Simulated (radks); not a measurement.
Question: B, configuration 1s1.75 2s2 2p1 3s0.25 (fractional occupations, a model configuration). All-electron calculation, Dirac Kohn-Sham, PBE, spin-unpolarised, spherical densities, finite nucleus; open shells fill j = l - 1/2 first; Fermi nuclear charge, rms radius 2.406 fm. Program: a radial shooting solver on a logarithmic mesh with Libxc functionals. Some entries of the table are withheld. Estimate them.

orbital,occ.,eigenvalue (Ry),<r> (bohr),<1/r> (bohr^-1)
1s1/2,1.75,-14.15347,0.3239,4.719
2s1/2,2,-0.85280,1.839,0.7826
2p1/2,1,-0.40687,(1),0.6685
2p3/2,0,-0.40654,(2),0.6681
3s1/2,0.25,-0.06311,(3),0.1538
3p1/2,0,(4),(5),(6)
3p3/2,0,(7),(8),(9)

Answer: 
(1) 2p1/2 <r> (bohr): 2.022
(2) 2p3/2 <r> (bohr): 2.023
(3) 3s1/2 <r> (bohr): 8.492
(4) 3p1/2 eigenvalue (Ry): -0.02591
(5) 3p1/2 <r> (bohr): 11.72
(6) 3p1/2 <1/r> (bohr^-1): 0.1088
(7) 3p3/2 eigenvalue (Ry): -0.02590
(8) 3p3/2 <r> (bohr): 11.72
(9) 3p3/2 <1/r> (bohr^-1): 0.1088
